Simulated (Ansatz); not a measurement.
Basis-set extrapolation for C₇H₁₃BO₂, SMILES `CC1=CC(C)=[O+][B-](C)(C)O1` (PBE0-D4/def2-TZVP geometry, frozen core, Ansatz). Multiplicity 1, RHF reference.

```csv
,def2-TZVPP,def2-QZVPP
HF,-447.307577,-447.327470
MP2 correlation,-1.740320,-1.857342
CCSD(T) correlation,-1.884277,not run
```

Energies in hartree. Use E(X) = E(∞) + A·exp(−7.88·√X) for Hartree–Fock and E(X) = E(∞) + B·X^(−2.97) for correlation, with X = 3 and 4, and add CCSD(T) minus MP2 of the smaller set to the MP2 limit.

Task: What is the CCSD(T) energy at the basis-set limit?

Result: HF limit: -447.327470 + (-0.019893) × 0.13774 = -447.33021. MP2 limit: -1.857342 + (-0.117022) × 0.74074 = -1.94402. Higher-order term: -1.884277 − (-1.740320) = -0.14396. Total: -449.41819 hartree, 594.2 kJ/mol below CCSD(T)/def2-TZVPP.
